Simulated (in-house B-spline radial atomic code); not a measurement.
The numbers below are computed, except where a source is named.
# Ghost states of the separable form: Mo

Mo, [Kr] 4d5 5s1, non-relativistic PBE, spherical and spin-unpolarised, from a B-spline radial code for spherical atoms (atomic units; all potentials screened as in the neutral atom).

Troullier-Martins channels: 5s (ε = -0.1395, r_c = 3.009 bohr), 4d (ε = -0.1467, r_c = 1.427 bohr). In the Kleinman-Bylander form one channel serves as the local potential, and each other channel l becomes |δV u><u δV|/<u|δV|u>, with δV = V_l − V_local and u the pseudo-orbital. Its strength is E_KB = <u|δV²|u>/<u|δV|u>. By the analysis of Gonze, Stumpf and Scheffler a spurious state lies below the reference level ε if E_KB > 0 and ε is above the second level of the local potential alone, or if E_KB < 0 and ε is above its first. The table's levels are those of angular momentum l in a sphere of 9 bohr, whose wall can lift a shallow ε a little above its free-atom value.

| local | channel | <u δV u> | <u δV² u> | ε | first local level | second local level |
| --- | --- | --- | --- | --- | --- | --- |
| s | d | -2.1202 | 9.895 | -0.1466 | 0.0861 | 0.3360 |
| d | s | 0.15149 | 0.41922 | -0.1374 | -4.7617 | -0.6789 |

(1) Apply the rule to each row.

Diagonalising the separable Hamiltonian gives:

```tsv
local	channel	three lowest levels	all-electron, two lowest valence levels
s	d	-0.1465, 0.1253, 0.4341	-0.1466, 0.1234
d	s	-3.3639, -0.1374, 0.1258	-0.1374, 0.1271
```

(2) Which choices of local channel are safe?

## Answers

(1) Local s, channel d: E_KB = -4.67, so ε = -0.1466 is set against 0.0861: no ghost. Local d, channel s: E_KB = +2.77, so ε = -0.1374 is set against -0.6789: a ghost.

(2) Free of ghosts: s. With d local the s channel has a ghost 3.23 hartree below ε, since the local potential binds more than one state below ε, and a repulsive term of rank one raises each level at most to the next, so it clears only one of them. Among the safe choices the second level, which tests transfer, is off by at most 2.0 millihartree (s local).
